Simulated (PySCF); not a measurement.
CH7FO2Si2, SMILES O[Si](O)(F)C[SiH3].

Geometry: B3LYP-D3(BJ)/def2-SVP. This is a generated structure with no PubChem entry under its InChIKey; it may be hypothetical. The values are those of a single conformer.

Computed with PBE/def2-TZVP run with PySCF.

The molecule is in vacuum.

**Question.** Estimate the frontier levels, gap, dipole moment and polarisability. (The exact figures need the calculation; the answer reports its results.)

**Answer.** 
```
Property                                                                                                        Value
---------------------------------------------------------------------------------------------  ----------------------
highest occupied level                                                                                       -7.40 eV
lowest empty level                                                                                           -0.53 eV
orbital gap                                                                                                   6.87 eV
dipole moment                                                                                                  1.72 D
quadrupole, principal values (traceless, Buckingham form, about the centre of nuclear charge)   -7.80, 0.58, 7.21 D·Å
mean static polarisability                                                                      70.3 bohr³ (10.42 Å³)
polarisability, principal values                                                               61.3, 66.8, 82.9 bohr³
```
